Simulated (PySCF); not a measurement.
**Spin-orbit coupling and the second ionisation energy along the lanthanides**

Two-component X2C-1e calculated with PySCF 2.14: MP2 on generalised Hartree-Fock spinors (GMP2), with spin-orbit coupling off and on (screened by Boettger's factors); no Breit or QED terms. Values in eV; the references (NIST) lie between the lowest levels. Elements whose determinants are no pure J levels are left out.

```
                               element                 configurations  spin-free  with spin-orbit   shift          reference
Eu (x2c-QZVPPall-2c, [Ar] 3d10 frozen)        [Xe] 4f7 6s1 → [Xe] 4f7     11.313           11.314   0.001  11.24 ± 0.006 (s)
Tb (x2c-QZVPPall-2c, [Ar] 3d10 frozen)        [Xe] 4f9 6s1 → [Xe] 4f9     11.620           11.619  -0.001  11.513 ± 0.02 (s)
Dy (x2c-QZVPPall-2c, [Ar] 3d10 frozen)      [Xe] 4f10 6s1 → [Xe] 4f10     11.752           11.752   0.000  11.647 ± 0.02 (s)
Ho (x2c-QZVPPall-2c, [Ar] 3d10 frozen)      [Xe] 4f11 6s1 → [Xe] 4f11     11.890           11.892   0.002  11.781 ± 0.02 (s)
Er (x2c-QZVPPall-2c, [Ar] 3d10 frozen)      [Xe] 4f12 6s1 → [Xe] 4f12     12.034           12.039   0.004  11.916 ± 0.02 (s)
Yb (x2c-QZVPPall-2c, [Ar] 3d10 frozen)      [Xe] 4f14 6s1 → [Xe] 4f14     12.300           12.306   0.006             12.179
Lu (x2c-QZVPPall-2c, [Ar] 3d10 frozen)  [Xe] 4f14 6s2 → [Xe] 4f14 6s1     13.985           13.989   0.004   14.13 ± 0.05 (s)
```

Problem. Estimate the missing row, Tm (x2c-QZVPPall-2c, [Ar] 3d10 frozen).

Solution. The calculation gives spin-free 12.171; with spin-orbit 12.177; shift 0.006. The reference value is 12.065 ± 0.02 (s).

What remains against the references is mostly the basis and correlation beyond MP2. References marked (s) are semi-empirical, (t) theoretical.
